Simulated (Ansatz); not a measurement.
Reactions of CH7FOSSi2 (`CO[SiH2]S[SiH2]F`).

Computed with Ansatz on PBE0-D4/def2-TZVP structures; ΔE is electronic, products minus reactants. CCSD(T)/CBS adds triple-zeta CCSD(T) − MP2 to the extrapolated MP2 energy (def2 sets, frozen cores). This one scheme is used for every species, atoms too. For atomizations the MP2-based limit and the directly extrapolated one differ by several kJ/mol either way, and by 10 to 25 for some Ge, Se and Sn compounds, so smaller differences from it don't rank the levels. DFT in def2-TZVPP. B3LYP here is the variant with VWN-RPA as its local correlation; programs differ in this. Open shells (•) are unrestricted, without spin–orbit coupling. Spin–orbit coupling would lower the free atoms: a little for C, F, O, S, Si. One conformer a species, not always the lowest.

```tsv
reaction	CCSD(T)/CBS(def2) (kcal/mol)
`CO[SiH2]S[SiH2]F` + H–F → `F[SiH2]S[SiH2]F` + CH₃OH	-7.1
`CO[SiH2]S[SiH2]F` + H₂O → `CO[SiH2]S[SiH2]O` + H–F	8.2
`CO[SiH2]S[SiH2]F` → C• + F• + 7 H• + O• + S• + 2 Si•	?
`CO[SiH2]S[SiH2]F` + HCl → `CO[SiH2]S[SiH2]Cl` + H–F	?
`CO[SiH2]S[SiH2]F` + `B[SiH2]O` → `B[SiH2]O[SiH2]F` + `CO[SiH2]S`	-12.4
`CO[SiH2]S[SiH2]F` + `CBO` → `CBO[SiH2]F` + `CO[SiH2]S`	-5.8
```

Problem. Fill in the missing values. (Estimate.)

Solution. The calculation gave: `CO[SiH2]S[SiH2]F` → C• + F• + 7 H• + O• + S• + 2 Si•: +1118.4 kcal/mol; `CO[SiH2]S[SiH2]F` + HCl → `CO[SiH2]S[SiH2]Cl` + H–F: +10.2 kcal/mol.

Largest T1 diagnostic: 0.012, for `CBO`.
